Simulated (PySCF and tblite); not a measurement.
The numbers below are computed, except where a source is named.
Conformer ensemble of C₈H₁₆, numbered as in [CH3:1][CH2:2][CH:3]1[CH2:4][CH2:5][CH2:6][CH2:7][CH2:8]1

Conformers came from 90 starts (ETKDG and KDG, MMFF94s, GFN2-xTB); geometries are GFN2-xTB. Free energies are B3LYP-D3(BJ)/pcSseg-1 (IEF-PCM, chloroform) single points with GFN2-xTB rigid-rotor and vibrational terms (modes under about 100 cm⁻¹ blended into free rotors). Symmetry numbers and mirror images are counted. Conformers within 3 kcal/mol (GFN2-xTB free energy) were kept, 10 at most. GIAO shieldings: B3LYP/pcSseg-1 (IEF-PCM, chloroform). Shifts are against TMS (¹H), TMS (¹³C) at the same level; of two unlike H on one atom, a is the less shielded. (PySCF 2.14, tblite 0.8.)

Torsions listed: C1–C2–C3–C4. The 6-ring runs over atoms 3–4–5–6–7–8. Of a mirror pair one member is shown.

| conformer | shape | symmetry | E(GFN2) kcal/mol | E(DFT) kcal/mol | G(298.15 K) kcal/mol | weight % | dipole D |
| --- | --- | --- | --- | --- | --- | --- | --- |
| 1 | 6-ring chair (all substituents equatorial); -169° | C1 (pair) | 0.00 | 0.00 | 0.00 | 83.1 | 0.04 |
| 2 | 6-ring chair (all substituents equatorial); 62° | Cs | 0.71 | 0.62 | 1.23 | 10.5 | 0.04 |
| 3 | 6-ring chair (C2 axial); -165° | C1 (pair) | 1.42 | 1.25 | 1.51 | 6.4 | 0.04 |

Weights (%) against temperature:

| T (K) | 1 | 2 | 3 | S(mix) cal/mol/K |
| --- | --- | --- | --- | --- |
| 180 | 93.0 | 5.4 | 1.6 | 1.88 |
| 230 | 88.6 | 7.9 | 3.5 | 2.11 |
| 298.15 | 83.1 | 10.5 | 6.4 | 2.36 |
| 330 | 80.8 | 11.4 | 7.8 | 2.45 |
| 400 | 76.4 | 13.0 | 10.5 | 2.60 |

Averaged shifts at 298.15 K. ¹H: 1.80 (H5a/H7a, 2H), 1.78 (H4a/H8a, 2H), 1.71 (H6a, 1H), 1.29 (H5b/H7b, 2H), 1.24 (H2, 2H), 1.21 (H6b, 1H), 1.01 (H1, 3H), 0.95 (H3, 1H), 0.91 (H4b/H8b, 2H) ppm. ¹³C: 46.5 (C3), 38.8 (C4/C8), 36.5 (C2), 33.0 (C6), 32.6 (C5/C7), 14.6 (C1) ppm.

Coordinates of conformer 1 (Å):

```xyz
24

C     2.906   -0.448   -0.801
C     1.965    0.288    0.145
C     0.501    0.270   -0.309
C    -0.328    1.242    0.534
C    -1.786    1.258    0.085
C    -2.388   -0.140    0.176
C    -1.573   -1.117   -0.663
C    -0.114   -1.128   -0.216
H     3.936   -0.333   -0.472
H     2.679   -1.511   -0.835
H     2.822   -0.048   -1.810
H     2.036   -0.151    1.143
H     2.291    1.329    0.220
H     0.459    0.599   -1.355
H     0.092    2.248    0.455
H    -0.276    0.941    1.583
H    -1.843    1.609   -0.948
H    -2.357    1.953    0.705
H    -3.424   -0.125   -0.168
H    -2.385   -0.468    1.219
H    -1.992   -2.123   -0.578
H    -1.626   -0.822   -1.714
H     0.448   -1.827   -0.837
H    -0.055   -1.476    0.819
```

Coordinates of conformer 2 (Å):

```xyz
24

C     2.566   -0.014    0.959
C     2.043   -0.117   -0.470
C     0.515   -0.072   -0.615
C    -0.086    1.246   -0.124
C    -1.586    1.284   -0.404
C    -2.286    0.112    0.276
C    -1.681   -1.210   -0.188
C    -0.180   -1.237    0.091
H     3.653   -0.055    0.954
H     2.267    0.924    1.419
H     2.201   -0.836    1.570
H     2.467    0.701   -1.057
H     2.401   -1.053   -0.906
H     0.299   -0.156   -1.688
H     0.406    2.086   -0.620
H     0.075    1.347    0.951
H    -1.756    1.230   -1.482
H    -2.007    2.227   -0.047
H    -3.354    0.133    0.051
H    -2.170    0.201    1.359
H    -2.169   -2.043    0.323
H    -1.854   -1.329   -1.261
H     0.244   -2.184   -0.251
H    -0.020   -1.164    1.168
```

Shifts are unscaled: against experiment ¹³C can be off by 15 ppm or more and ¹H by 0.8 ppm.

Search and properties took 120 s on 1 thread of Arm Neoverse V2 (shared host) (rough), launched as `OMP_NUM_THREADS=1 python ens_run.py task.json out`.
